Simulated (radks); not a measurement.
Nb, 41 electrons, occupied as [Kr] 4d4 6f1 (not the ground configuration). Calculated with a radial shooting solver on a logarithmic mesh with Libxc functionals: scalar-relativistic Kohn-Sham, r2SCAN, spin-unpolarised, spherical densities, finite nucleus; meta-GGA in the generalised Kohn-Sham scheme; Fermi nuclear charge, rms radius 4.324 fm.

X-ray form factor f0, the Fourier transform of the density (f0(0) = 41):

sin(theta)/lambda (1/angstrom),f0 (electrons)
0.05,39.302
0.1,37.439
0.15,34.993
0.2,32.411
0.25,29.949
0.3,27.722
0.4,24.069
0.5,21.323
0.6,19.145
0.8,15.529
1,12.428
1.25,9.442
1.5,7.520
2,5.675
